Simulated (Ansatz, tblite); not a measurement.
Spin states of Ag2Ge (the lowest singlet isomer of a short search), each relaxed with PBE0-D4/def2-TZVP in Ansatz. Electronic energies in the gas phase.

In the def2 sets Ag takes a core potential; there is no spin–orbit coupling. The xTB rows come from tblite. Correlated methods freeze 9 core orbitals; core or outer-core shells of Ag, Ge are correlated, in sets that lack core-valence functions. The structure comes from a short search, and lower isomers may exist.

Singlet geometry (C2v within 0.1 Å):

```csv
atom,x (Å),y (Å),z (Å)
Ag1,0.7941,-0.7028,1.2572
Ag2,-1.5738,0.4022,-0.2582
Ge3,0.7797,0.3006,-0.9991
```

Triplet geometry (C2v within 0.1 Å):

```
atom   x (Å)   y (Å)   z (Å)
 Ag1   1.494  -0.296   0.095
 Ag2  -1.063  -1.093   0.066
 Ge3  -0.431   1.389  -0.161
```

Quintet geometry (C2v within 0.1 Å):

```xyz
3

Ag   -0.1253   -1.5690   -0.2188
Ag   -1.2509    0.9607    0.1941
Ge    1.3762    0.6083    0.0247
```

⟨S²⟩: triplet 2.01 at PBE0-D4/def2-TZVP (pure 2.00), quintet 6.00 at PBE0-D4/def2-TZVP (pure 6.00).

Run but left out: HF/STO-3G (singlet: restricted singlet, unstable in another Hartree–Fock run and untested here); PBE-QIDH/def2-TZVP (singlet: restricted singlet, unstable towards broken spin symmetry).

Only these spin states were relaxed.

Question: Estimate which spin state lies lowest at each of these levels, and by how much: GFN1-xTB; GFN2-xTB; PBE-D4/def2-TZVP; revPBE-D4/def2-TZVP; BLYP-D4/def2-TZVP; r2SCAN-D4/def2-TZVP; r2SCANh-D4/def2-TZVP; PBE0-D4/def2-TZVP; CAM-B3LYP-D4/def2-TZVP; RPA@PBE/def2-TZVP.

Answer: 
| level | triplet − singlet (kJ/mol) | quintet − singlet (kJ/mol) | lowest of these |
| --- | --- | --- | --- |
| GFN1-xTB | 36.2 | 233.1 | singlet |
| GFN2-xTB | 45.7 | 360.9 | singlet |
| PBE-D4/def2-TZVP | 41.9 | 275.2 | singlet |
| revPBE-D4/def2-TZVP | 38.5 | 262.9 | singlet |
| BLYP-D4/def2-TZVP | 53.2 | 296.9 | singlet |
| r2SCAN-D4/def2-TZVP | 23.7 | 245.8 | singlet |
| r2SCANh-D4/def2-TZVP | 19.0 | 233.6 | singlet |
| PBE0-D4/def2-TZVP | 25.2 | 235.5 | singlet |
| CAM-B3LYP-D4/def2-TZVP | 33.2 | 248.6 | singlet |
| RPA@PBE/def2-TZVP | 35.1 | 236.1 | singlet |

Change of the quintet − singlet gap on mixing in exact exchange, in kJ/mol: PBE to PBE0 (25 % exact exchange) -39.6; r2SCAN to r2SCANh (10 % exact exchange) -12.2. The xTB methods have no spin-polarisation term.
